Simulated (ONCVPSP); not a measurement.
What one change does to a pseudopotential (hafnium, ONCV)

```
Element                 : hafnium
Generator               : ONCVPSP 4.0.1
Type                    : optimised norm-conserving Vanderbilt (ONCV)
Functional              : PBE
Relativity              : fully relativistic
Frozen core             : [Xe] 4f14
Valence charge          : 4
Reference configuration : 5d2 (charge +2)
Partial waves           : s scattering state at 0.46 Ha: rc 2.40 bohr, ncon 5, nbas 8, qcut 2.4 1/bohr, 1 projector; p scattering state at 0.13 Ha: rc 2.55 bohr, ncon 4, nbas 8, qcut 3 1/bohr, 2 projectors, debl 2.6 Ha; 5d: rc 3.05 bohr, ncon 4, nbas 8, qcut 6.2 1/bohr, 2 projectors, debl 0.4 Ha
Local potential         : polynomial inside 1.75 bohr (lpopt 5, dvloc0 0 Ha)
Core correction         : Teter function, fcfact 6, rcfact 1.05
```

Open shells are filled in proportion to 2j + 1.

In the s channel the program set the typed energies aside and used 0.050 Ha. In the p channel the program set the typed energies aside and used 0.050, 2.650 Ha (j = l + 1/2; the other j can differ). In the d channel the program set the typed energies aside and used -0.605, 0.250 Ha (j = l + 1/2; the other j can differ).

Change: local potential polynomial inside 1.75 bohr (lpopt 5, dvloc0 9.5 Ha).

Cutoffs: the cutoffs (Ha) at which the residual kinetic energy of the hardest occupied pseudo-wave falls to 1 and 0.1 mHa per electron; they do not see the model core or the augmentation charge, which bear on the density cutoff. Errors are all-electron minus pseudo energies relative to the spin-unpolarised reference configuration.

Task: Predict the effect on cutoff, ghosts and configuration errors.

Result: The potential gets neither clearly harder nor softer (11 Ha and 13 Ha → 11 Ha and 13 Ha); the lowest positive-energy flag moves from p3/2 at 48.6 eV to none; the errors of the 4 common tests hardly move; the range in which the p3/2 phases agree widens (upper end 1.5 → 3.3); the range in which the p1/2 phases agree widens (upper end 1.6 → 3.1); neither file shows a bound ghost.

```csv
quantity,base,changed
"cutoff, loose",11 Ha,11 Ha
"cutoff, tight",13 Ha,13 Ha
bound ghosts,none,none
GHOST(+) flags under 300 eV,"p3/2 at 48.6 eV, p1/2 at 52.9 eV",none
"error for 5d2 6s2, meV [ΔE -22.16 eV]",+686,+776
"error for 5d2 6s1, meV [ΔE -14.18 eV]",+327,+376
"error for 5d1, meV [ΔE 21.78 eV]",+50,+50
"error for 5d2.5 6s1.5, meV [ΔE -20.91 eV]",+528,+599
s: phases at 2.43 bohr within 0.05 rad from the reference energy up to (Ha; the scan ends near 5),1.3,1.3
p3/2: phases at 2.60 bohr within 0.05 rad from the reference energy up to (Ha; the scan ends near 5),1.5,3.3
p1/2: phases at 2.60 bohr within 0.05 rad from the reference energy up to (Ha; the scan ends near 5),1.6,3.1
d5/2: phases at 3.09 bohr within 0.05 rad from the reference energy up to (Ha; the scan ends near 5),2.9,3.0
d3/2: phases at 3.09 bohr within 0.05 rad from the reference energy up to (Ha; the scan ends near 5),2.7,2.9
"rms error of d²Exc/dni dnj with the model core, mHa",24.29,24.29
```
